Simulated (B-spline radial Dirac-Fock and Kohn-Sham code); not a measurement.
# Two-hole binding energies of Tc³⁺

System: Tc³⁺ in the configuration [Kr] 4d4.

The computed values come from a radial atomic solver: multi-electron Dirac-Fock with separately optimised hole states, Breit and Lamb-shift corrections added in first order. U is the two-hole binding energy less the two single-hole energies, the effective repulsion of the holes after relaxation. Each two-hole energy is an average over J within one jj subconfiguration.

```tsv
holes	E(a) (eV)	E(b) (eV)	E(ab) (eV)	U (eV)
1s⁻²	21089.9	21089.9	42845.0	665.1
1s⁻¹ 2p3/2⁻¹	21089.9	2724.5	23988.2	173.8
1s⁻¹ 3p1/2⁻¹	21089.9	495.4	21640.8	55.4
1s⁻¹ 3p3/2⁻¹	21089.9	475.4	21618.5	53.2
1s⁻¹ 3d3/2⁻¹	21089.9	302.4	21440.6	48.2
2s⁻¹ 2p1/2⁻¹	3095.0	2841.0	6037.2	101.3
2p1/2⁻²	2841.0	2841.0	5816.1	134.1
2p3/2⁻²	2724.5	2724.5	5571.3	122.3
2s⁻¹ 3p1/2⁻¹	3095.0	495.4	?	?
2s⁻¹ 3p3/2⁻¹	3095.0	475.4	3617.0	46.7
2p3/2⁻¹ 3s⁻¹	2724.5	593.5	3364.9	46.9
2p3/2⁻¹ 3p1/2⁻¹	2724.5	495.4	3268.9	49.0
2p3/2⁻¹ 3d3/2⁻¹	2724.5	302.4	3076.8	49.9
2p3/2⁻¹ 3d5/2⁻¹	2724.5	298.8	3071.5	48.2
```

Task: Give the missing two-hole energy and U.

Result: E(ab) = 3638.1 eV and U = 47.7 eV.
